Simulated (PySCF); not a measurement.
Bonds (- single, = double, # triple, : aromatic): C1=N2, N2-Si3, Si3-C4, C4-C5, C4-C6. C1 carries H7, H8; Si3 carries H9, H10; C4 carries H11; C5 carries H12, H13, H14; C6 carries H15, H16, H17. H7 is cis to Si3; H8 is trans to Si3.

Method: structure optimised with GFN2-xTB, NMR shieldings at PBE0/pcSseg-1/GIAO, in PySCF 2.14.0 with density-fitted response routines (no relativistic terms, one averaged value for each set of equivalent atoms, one computed conformer, gas phase).

Shifts are taken against calculated references (same method and geometry level): ¹³C (σref 186.93) and ¹H (σref 31.72) and ²⁹Si (σref 349.16) vs TMS; ¹⁵N (σref 267.73) vs NH3.

```csv
atoms,nucleus,count,δ (ppm)
H12/H13/H14/H15/H16/H17,¹H,6,1.24
H11,¹H,1,0.94
C1,¹³C,1,171.0
Si3,²⁹Si,1,-27.8
C4,¹³C,1,?
H8,¹H,1,8.70
C5/C6,¹³C,2,20.6
H9/H10,¹H,2,?
H7,¹H,1,8.75
N2,¹⁵N,1,?
```

Task: Fill in the missing shifts.

Result: 
- C4: 19.9 ppm, sp3 CH bonded to Si
- H9/H10: 4.88 ppm, hydrogen on a silicon bonded to C, N
- N2: 427.2 ppm, imine nitrogen

Shifts are as computed. Against solution values, carbons near 30 ppm lie about +3 ppm off and those near 130 ppm about +5 ppm. Of 1309 compounds with measured shifts, 239 miss one by over three times the rms of a fit or turn the order of signals round; such compounds aren't used in these exercises. Experimental scales use liquid or dissolved standards, which lie at an offset from isolated NH3 (liquid NH3: subtract about 20 ppm). Unscaled 15N shifts of sp2 nitrogen come out 20 to 40 ppm too high even then.
